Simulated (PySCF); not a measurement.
# Rh³¹⁺ (rhodium, charge +31): Hartree-Fock from Schrödinger to Dirac-Coulomb-Breit

Occupied: 1s1/2, 2s1/2, 2p1/2, 2p3/2, 3s1/2, 3p1/2. Hartree-Fock calculated with PySCF 2.14 in an uncontracted even-tempered set (17 s from 2.3 bohr⁻², ratio 2.7; 13 p from 2.7 bohr⁻², ratio 2.7), Gaussian nucleus throughout. NR is non-relativistic, sf-X2C the spin-free one-electron X2C Hamiltonian, X2C adds the bare one-electron spin-orbit term, X2C-SNSO screens it by Boettger's factors, DC is four-component Dirac-Coulomb, and the Gaunt and Breit terms are added at first order (total energies over the DC spinors, levels after relaxing the spinors in that mean field). QED terms are absent. Levels marked empty are virtual spinors of this ion; the basis has s and p functions only, so 3d, which can lie below the n = 4 levels, is absent.

```csv
level (eV),X2C,X2C-SNSO
1s1/2,-25003.6,-25003.9
2s1/2,-5050.4,-5050.5
2p1/2,-4808.3,-4803.3
2p3/2,-4642.7,-4645.0
3s1/2,-1926.8,-1926.8
3p1/2,-1848.2,-1847.0
3p3/2 (empty),-1745.2,-1745.7
4s1/2 (empty),-966.32,-966.33
```

**Question.** Where do the four-component calculations put these levels?

**Answer.** 1s1/2: DC -25021.1, DC+Gaunt -24972.7, DC+Breit -24975.9; 2s1/2: DC -5052.5, DC+Gaunt -5047.9, DC+Breit -5048.2; 2p1/2: DC -4803.9, DC+Gaunt -4796.0, DC+Breit -4796.9; 2p3/2: DC -4646.4, DC+Gaunt -4640.9, DC+Breit -4641.7; 3s1/2: DC -1927.2, DC+Gaunt -1926.2, DC+Breit -1926.3; 3p1/2: DC -1847.2, DC+Gaunt -1845.3, DC+Breit -1845.5; 3p3/2 (empty): DC -1746.0, DC+Gaunt -1744.8, DC+Breit -1745.0; 4s1/2 (empty): DC -966.47, DC+Gaunt -966.10, DC+Breit -966.15 (eV).

| Hamiltonian | E (hartree) | E − E(DC) (hartree) | CPU seconds |
| --- | --- | --- | --- |
| X2C | -4050.9017 | 0.8529 | 0.13 |
| X2C-SNSO | -4050.7524 | 1.0022 | 0.13 |
| DC | -4051.7546 | 0.0000 | 5.4 |
| DC+Gaunt | -4048.6991 | 3.0555 | 9 |
| DC+Breit | -4048.9752 | 2.7795 | 30 |

Weight of the small component: 1s1/2 0.0271, 2s1/2 0.00583, 2p1/2 0.00578, 2p3/2 0.00556, 3s1/2 0.00208, 3p1/2 0.00204, 3p3/2 0.00196, 4s1/2 0.000933.

Koopmans' value for the highest occupied level at DC+Breit: 1845.5 eV, against an ionisation energy of 1851 ± 4 eV (semi-empirical (NIST evaluation); NIST Atomic Spectra Database, ionization energies); the former lacks relaxation, correlation, QED and recoil.

The whole ladder took 46 s of wall time on 1 thread of AMD EPYC 9R45 96-Core Processor (shared host), launched as `OMP_NUM_THREADS=1 python relrun2.py TASK.json OUT` (a driver that calls PySCF for each Hamiltonian).
